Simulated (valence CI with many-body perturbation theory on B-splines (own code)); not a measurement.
# E1 transitions of W XLII

Level of theory: relativistic CI+MBPT: five valence electrons over a frozen Dirac-Fock core [Ar] 3d10, a basis of 9 s, 9 p, 8 d, 6 f, 3 g, 1 h functions for each j, with the one-electron correlation potential Σ1, the two-electron term Σ2, the three-electron term Σ3, Breit, model QED; selected CI, second order for the rest (own B-spline code, finite nucleus).

No measured spectrum was set against this ion. As an estimate, large intervals hold to a few tenths of a per cent, small ones and those within an open d or f shell to about a per cent. Among the levels kept, up to 270 cm⁻¹ of a level comes from second order outside the variational space, and about a tenth of that is noise between levels of different J, which matters for small intervals.

Lines 101 to 150 of 201 in falling wavelength, among levels below 3037.6 × 10³ cm⁻¹, chosen from the strongest by gf and those to the six lowest levels. Wavelengths and rates use the calculated energies. Electric multipoles are in the length gauge, E1 and E2 with the static RPA response of the core. Weak lines are less certain than strong ones. Lines between different terms over intervals too small for the method are left out, as are lines whose strength nearly cancels. Where a level lies close to another of its J and parity, the split of strength between their lines is uncertain. The highest levels of a list are the least certain.

Levels are named by their leading jj configuration (3d3/2^4 stands for four electrons in 3d with j = 3/2), which in mixed levels can hold well under half, so a name can repeat and another be missing. Letters in brackets count levels of one name in rising energy.

```
λ vac (nm)                               Upper                       Lower   A (s⁻¹)  S (a.u.)
     7.745  (4s 4p1/2^2 4p3/2 4d3/2) J=3/2 [b]  (4s 4p1/2^2 4p3/2^2) J=5/2  2.53e+09  2.32e-03
     7.684  (4s 4p1/2^2 4p3/2 4d3/2) J=5/2 [a]  (4s^2 4p1/2^2 4d5/2) J=5/2  7.15e+08  9.61e-04
     7.647  (4s^2 4p1/2 4p3/2 4d5/2) J=3/2 [a]  (4s^2 4p1/2 4p3/2^2) J=1/2  7.19e+08  6.35e-04
     7.645  (4s^2 4p1/2 4p3/2 4d3/2) J=3/2 [b]  (4s^2 4p1/2 4p3/2^2) J=1/2  8.18e+07  7.21e-05
     7.637  (4s 4p1/2^2 4p3/2 4d3/2) J=3/2 [a]  (4s^2 4p1/2^2 4d5/2) J=5/2  6.70e+09  5.89e-03
     7.606  (4s^2 4p1/2 4p3/2 4d3/2) J=1/2 [b]  (4s^2 4p1/2 4p3/2^2) J=1/2  7.04e+07  3.06e-05
     7.538      (4s 4p1/2^2 4p3/2 4d3/2) J=7/2  (4s^2 4p1/2^2 4d5/2) J=5/2  8.43e+07  1.42e-04
     7.474      (4s 4p1/2^2 4p3/2 4d5/2) J=3/2  (4s 4p1/2^2 4p3/2^2) J=3/2  1.53e+10  1.26e-02
     7.389  (4s^2 4p1/2 4p3/2 4d3/2) J=5/2 [b]  (4s^2 4p1/2 4p3/2^2) J=5/2  1.57e+09  1.87e-03
     7.387          (4s^2 4p1/2^2 4f7/2) J=7/2  (4s 4p1/2^2 4p3/2^2) J=5/2  3.18e+09  5.05e-03
     7.380      (4s 4p1/2^2 4p3/2 4d5/2) J=3/2  (4s 4p1/2^2 4p3/2^2) J=1/2  5.27e+09  4.18e-03
     7.378  (4s^2 4p1/2 4p3/2 4d5/2) J=7/2 [a]  (4s^2 4p1/2 4p3/2^2) J=5/2  7.40e+08  1.17e-03
     7.337  (4s^2 4p1/2 4p3/2 4d5/2) J=3/2 [a]  (4s^2 4p1/2 4p3/2^2) J=5/2  2.47e+09  1.93e-03
     7.335  (4s^2 4p1/2 4p3/2 4d3/2) J=3/2 [b]  (4s^2 4p1/2 4p3/2^2) J=5/2  1.38e+07  1.07e-05
     7.305          (4s^2 4p3/2^2 4d5/2) J=1/2        (4s^2 4p3/2^3) J=3/2  1.12e+10  4.30e-03
     7.298          (4s^2 4p1/2^2 4f5/2) J=5/2  (4s^2 4p1/2^2 4d5/2) J=5/2  1.04e+10  1.20e-02
     7.266      (4s^2 4p3/2^2 4d3/2) J=3/2 [b]        (4s^2 4p3/2^3) J=3/2  2.12e+09  1.61e-03
     7.176  (4s^2 4p1/2 4p3/2 4d5/2) J=5/2 [a]  (4s^2 4p1/2 4p3/2^2) J=5/2  3.14e+10  3.44e-02
     7.156  (4s^2 4p1/2 4p3/2 4d3/2) J=5/2 [b]  (4s^2 4p1/2 4p3/2^2) J=3/2  1.00e+10  1.09e-02
     7.107  (4s 4p1/2^2 4p3/2 4d3/2) J=3/2 [b]  (4s^2 4p1/2^2 4d5/2) J=5/2  1.04e+10  7.36e-03
     7.107  (4s^2 4p1/2 4p3/2 4d5/2) J=3/2 [a]  (4s^2 4p1/2 4p3/2^2) J=3/2  1.83e+10  1.30e-02
     7.105  (4s^2 4p1/2 4p3/2 4d3/2) J=3/2 [b]  (4s^2 4p1/2 4p3/2^2) J=3/2  1.25e+09  8.85e-04
     7.101  (4s 4p1/2^2 4p3/2 4d3/2) J=5/2 [b]  (4s 4p1/2^2 4p3/2^2) J=5/2  2.47e+09  2.62e-03
     7.071  (4s^2 4p1/2 4p3/2 4d3/2) J=1/2 [b]  (4s^2 4p1/2 4p3/2^2) J=3/2  4.15e+09  1.45e-03
     7.068      (4s 4p1/2^2 4p3/2 4d5/2) J=5/2  (4s 4p1/2^2 4p3/2^2) J=5/2  4.48e+10  4.69e-02
     7.016          (4s^2 4p1/2^2 4d5/2) J=5/2  (4s^2 4p1/2^2 4p3/2) J=3/2  6.19e+10  6.33e-02
     6.956  (4s^2 4p1/2 4p3/2 4d5/2) J=5/2 [a]  (4s^2 4p1/2 4p3/2^2) J=3/2  7.59e+09  7.57e-03
     6.926      (4s 4p1/2^2 4p3/2 4d5/2) J=3/2  (4s 4p1/2^2 4p3/2^2) J=5/2  1.63e+10  1.07e-02
     6.836  (4s^2 4p1/2 4p3/2 4d5/2) J=3/2 [b]  (4s^2 4p1/2 4p3/2^2) J=1/2  1.17e+11  7.40e-02
     6.805          (4s^2 4p1/2^2 4f7/2) J=7/2  (4s^2 4p1/2^2 4d5/2) J=5/2  1.34e+11  1.66e-01
     6.789      (4s^2 4p1/2 4p3/2 4d5/2) J=1/2  (4s^2 4p1/2 4p3/2^2) J=1/2  1.77e+11  5.48e-02
     6.773      (4s 4p1/2^2 4p3/2 4d5/2) J=7/2  (4s 4p1/2^2 4p3/2^2) J=5/2  8.15e+10  1.00e-01
     6.729  (4s 4p1/2^2 4p3/2 4d3/2) J=5/2 [a]  (4s^2 4p1/2^2 4d3/2) J=3/2  3.17e+07  2.86e-05
     6.692  (4s 4p1/2^2 4p3/2 4d3/2) J=3/2 [a]  (4s^2 4p1/2^2 4d3/2) J=3/2  7.61e+09  4.51e-03
     6.690  (4s 4p1/2^2 4p3/2 4d3/2) J=1/2 [a]  (4s^2 4p1/2^2 4d3/2) J=3/2  8.06e+08  2.38e-04
     6.621  (4s^2 4p1/2 4p3/2 4d5/2) J=7/2 [b]  (4s^2 4p1/2 4p3/2^2) J=5/2  4.63e+11  5.31e-01
     6.614        (4s 4p1/2 4p3/2^3) J=3/2 [a]  (4s^2 4p1/2 4p3/2^2) J=1/2  9.37e+10  5.35e-02
     6.611  (4s^2 4p1/2 4p3/2 4d5/2) J=5/2 [b]  (4s^2 4p1/2 4p3/2^2) J=5/2  2.99e+10  2.56e-02
     6.587  (4s^2 4p1/2 4p3/2 4d5/2) J=3/2 [b]  (4s^2 4p1/2 4p3/2^2) J=5/2  5.91e+10  3.33e-02
     6.561  (4s 4p1/2^2 4p3/2 4d3/2) J=5/2 [b]  (4s^2 4p1/2^2 4d5/2) J=5/2  4.92e+09  4.12e-03
     6.533      (4s 4p1/2^2 4p3/2 4d5/2) J=5/2  (4s^2 4p1/2^2 4d5/2) J=5/2  1.78e+11  1.47e-01
     6.488          (4s 4p1/2^2 4p3/2^2) J=5/2  (4s^2 4p1/2^2 4p3/2) J=3/2  2.74e+11  2.21e-01
     6.431          (4s^2 4p1/2^2 4f5/2) J=5/2  (4s^2 4p1/2^2 4d3/2) J=3/2  6.68e+08  5.26e-04
     6.424  (4s^2 4p1/2 4p3/2 4d5/2) J=5/2 [b]  (4s^2 4p1/2 4p3/2^2) J=3/2  6.87e+11  5.39e-01
     6.412      (4s 4p1/2^2 4p3/2 4d5/2) J=3/2  (4s^2 4p1/2^2 4d5/2) J=5/2  8.62e+10  4.48e-02
     6.401  (4s^2 4p1/2 4p3/2 4d5/2) J=3/2 [b]  (4s^2 4p1/2 4p3/2^2) J=3/2  1.20e+11  6.24e-02
     6.380        (4s 4p1/2 4p3/2^3) J=3/2 [a]  (4s^2 4p1/2 4p3/2^2) J=5/2  8.83e+10  4.53e-02
     6.360      (4s^2 4p1/2 4p3/2 4d5/2) J=1/2  (4s^2 4p1/2 4p3/2^2) J=3/2  1.96e+11  4.96e-02
     6.282  (4s 4p1/2^2 4p3/2 4d3/2) J=3/2 [b]  (4s^2 4p1/2^2 4d3/2) J=3/2  2.01e+11  9.83e-02
     6.280      (4s 4p1/2^2 4p3/2 4d5/2) J=7/2  (4s^2 4p1/2^2 4d5/2) J=5/2  1.10e+11  1.07e-01
```
